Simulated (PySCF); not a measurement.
C5H4F2, SMILES FC1(F)C=CC=C1.

Geometry: PBE-D3(BJ)/def2-SVP. Other conformers were not sampled.

Two levels are set side by side: TDA-PBE/def2-SVPD (PySCF) and TDA-B3LYP/def2-SVPD (PySCF). Vertical, same geometry. The lowest singlet is HOMO→LUMO 93 % with PBE and HOMO→LUMO 95 % with the other functional; states are paired by order. Differences are taken from unrounded values.

```tsv
quantity	TDA-B3LYP
lowest singlet excitation (eV)	4.40
lowest triplet excitation (TDA) (eV)	2.38
first bright state (f over 0.05) (eV)	4.40
its oscillator strength	0.06
```

Problem. What does TDA-PBE give, and how far is it from TDA-B3LYP? (An estimate is asked for; the answer gives what the named calculation found.)

Solution. 
```json
[
 {"quantity": "lowest singlet excitation (eV)", "TDA-PBE": "4.23", "TDA-PBE minus TDA-B3LYP": "-0.16"},
 {"quantity": "lowest triplet excitation (TDA) (eV)", "TDA-PBE": "2.36", "TDA-PBE minus TDA-B3LYP": "-0.02"},
 {"quantity": "first bright state (f over 0.05) (eV)", "TDA-PBE": "4.23", "TDA-PBE minus TDA-B3LYP": "-0.16"},
 {"quantity": "its oscillator strength", "TDA-PBE": "0.06", "TDA-PBE minus TDA-B3LYP": "-0.01"}
]
```

Functionals without exact exchange tend to place singlet excitations lower, as here. Differences between two approximate levels are no errors against the true value.

Rough cost on one machine, each run with all the roots and properties that it gave: TDA-B3LYP against TDA-PBE about 2 times.
